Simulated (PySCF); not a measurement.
**Orbital picture of NiN**

HSE06 at R = 1.660 Å; PySCF, no relativity, basis sets Ni def2-TZVPPD, N def2-TZVPPD. State: ⁴Σ⁻ (quartet), unpaired electrons σ ↑, π ↑↑. Only the outer orbitals are listed, counted within each symmetry.

```json
{"spin": "α", "orbital": "8σ", "occ.": "1", "ε (eV)": "-9.59", "on Ni (%)": "65", "main shells (%)": "64 Ni d, 28 N p"}
{"spin": "α", "orbital": "3π", "occ.": "1", "ε (eV)": "-9.56", "on Ni (%)": "63", "main shells (%)": "63 Ni d, 36 N p"}
{"spin": "α", "orbital": "3π", "occ.": "1", "ε (eV)": "-9.56", "on Ni (%)": "63", "main shells (%)": "63 Ni d, 36 N p"}
{"spin": "α", "orbital": "1δ", "occ.": "1", "ε (eV)": "-7.34", "on Ni (%)": "100", "main shells (%)": "100 Ni d"}
{"spin": "α", "orbital": "1δ", "occ.": "1", "ε (eV)": "-7.34", "on Ni (%)": "100", "main shells (%)": "100 Ni d"}
{"spin": "α", "orbital": "4π", "occ.": "1", "ε (eV)": "-6.44", "on Ni (%)": "42", "main shells (%)": "58 N p, 36 Ni d"}
{"spin": "α", "orbital": "4π", "occ.": "1", "ε (eV)": "-6.44", "on Ni (%)": "42", "main shells (%)": "58 N p, 36 Ni d"}
{"spin": "α", "orbital": "9σ", "occ.": "1", "ε (eV)": "-6.41", "on Ni (%)": "63", "main shells (%)": "44 Ni s, 39 N p, 19 Ni d"}
{"spin": "α", "orbital": "10σ", "occ.": "0", "ε (eV)": "-2.78", "on Ni (%)": "78", "main shells (%)": "37 Ni s, 33 Ni p, 16 N p"}
{"spin": "α", "orbital": "5π", "occ.": "0", "ε (eV)": "-0.21", "on Ni (%)": "94", "main shells (%)": "89 Ni p"}
{"spin": "α", "orbital": "5π", "occ.": "0", "ε (eV)": "-0.21", "on Ni (%)": "94", "main shells (%)": "89 Ni p"}
{"spin": "β", "orbital": "7σ", "occ.": "1", "ε (eV)": "-17.46", "on Ni (%)": "16", "main shells (%)": "82 N s"}
{"spin": "β", "orbital": "3π", "occ.": "1", "ε (eV)": "-7.35", "on Ni (%)": "86", "main shells (%)": "85 Ni d, 14 N p"}
{"spin": "β", "orbital": "3π", "occ.": "1", "ε (eV)": "-7.35", "on Ni (%)": "86", "main shells (%)": "85 Ni d, 14 N p"}
{"spin": "β", "orbital": "8σ", "occ.": "1", "ε (eV)": "-7.25", "on Ni (%)": "36", "main shells (%)": "51 N p, 30 Ni d, 14 N s"}
{"spin": "β", "orbital": "1δ", "occ.": "1", "ε (eV)": "-6.57", "on Ni (%)": "100", "main shells (%)": "100 Ni d"}
{"spin": "β", "orbital": "1δ", "occ.": "1", "ε (eV)": "-6.57", "on Ni (%)": "100", "main shells (%)": "100 Ni d"}
{"spin": "β", "orbital": "9σ", "occ.": "0", "ε (eV)": "-3.25", "on Ni (%)": "101", "main shells (%)": "74 Ni s, 24 Ni d"}
{"spin": "β", "orbital": "4π", "occ.": "0", "ε (eV)": "-2.14", "on Ni (%)": "40", "main shells (%)": "60 N p, 28 Ni p, 12 Ni d"}
{"spin": "β", "orbital": "4π", "occ.": "0", "ε (eV)": "-2.14", "on Ni (%)": "40", "main shells (%)": "60 N p, 28 Ni p, 12 Ni d"}
```

Task: Which are the highest filled and the lowest empty level, where do they sit, and how wide is the gap?

Result: Highest filled α 9σ at -6.41 eV (in %: 44 Ni s, 39 N p, 19 Ni d); lowest empty β 9σ at -3.25 eV (in %: 74 Ni s, 24 Ni d); the gap at HSE06 is 3.16 eV.

```
bond order (Mayer)                              : 1.75
⟨S²⟩                                            : 3.766
charge on Ni (Mulliken, basis-dependent)        : 0.26
charge on Ni (Löwdin, basis-dependent)          : 0.19
dipole moment (positive dipole means Ni(−)N(+)) : -4.09 D
```

Shares are Mulliken populations and can fall outside 0 to 100 %.

With d or f electrons several states lie close, and the lowest PBE0 determinant need not be the measured ground state.
